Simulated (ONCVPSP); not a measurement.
## oxygen, ONCV: configuration errors across variants

* Element: O
* Generator: ONCVPSP 4.0.1
* Type: optimised norm-conserving Vanderbilt (ONCV)
* Functional: PBEsol
* Relativity: scalar-relativistic
* Frozen core: [He]
* Valence charge: 6
* Reference configuration: 2s2 2p2 (charge +2)
* Partial waves: 2s: rc 0.60 bohr, ncon 4, nbas 8, qcut 13.8 1/bohr, 1 projector; 2p: rc 1.45 bohr, ncon 3, nbas 7, qcut 10.8 1/bohr, 1 projector; d scattering state at 0.18 Ha: rc 1.45 bohr, ncon 4, nbas 9, qcut 6.1 1/bohr, 2 projectors, debl 1.4 Ha
* Local potential: polynomial inside 0.55 bohr (lpopt 5, dvloc0 0 Ha)
* Core correction: polynomial model core, fcfact 0.7

All-electron excitation energies from the reference (eV): (1) 2s2 2p4 -49.837; (2) 2s2 2p3 -33.478; (3) 2s2 2p1 53.707; (4) 2s0 2p6 -20.090.

Errors AE − PS in meV (a dash: test not solved or not reliable):

```json
{"change": "base", "(1)": "+114", "(2)": "+54", "(3)": "+143", "(4)": "+370", "bound ghosts": "none", "GHOST(+) flags above zero": "none"}
{"change": "p: qcut 7", "(1)": "+299", "(2)": "+141", "(3)": "+329", "(4)": "+917", "bound ghosts": "none", "GHOST(+) flags above zero": "none"}
{"change": "p: qcut 8.4", "(1)": "+208", "(2)": "+97", "(3)": "+239", "(4)": "+639", "bound ghosts": "none", "GHOST(+) flags above zero": "none"}
{"change": "p: qcut 11.4", "(1)": "+101", "(2)": "+48", "(3)": "+129", "(4)": "+329", "bound ghosts": "none", "GHOST(+) flags above zero": "none"}
{"change": "p: qcut 13", "(1)": "+82", "(2)": "+40", "(3)": "+107", "(4)": "+268", "bound ghosts": "none", "GHOST(+) flags above zero": "none"}
{"change": "p: qcut 14.4", "(1)": "+82", "(2)": "+39", "(3)": "+106", "(4)": "+266", "bound ghosts": "none", "GHOST(+) flags above zero": "none"}
{"change": "p: qcut 15.7", "(1)": "+76", "(2)": "+37", "(3)": "+99", "(4)": "+245", "bound ghosts": "none", "GHOST(+) flags above zero": "none"}
```

Question: Give the same row for: p: qcut 9.9.

Answer: +142, +67, +174, +454; bound ghosts: none; GHOST(+) flags above zero: none.
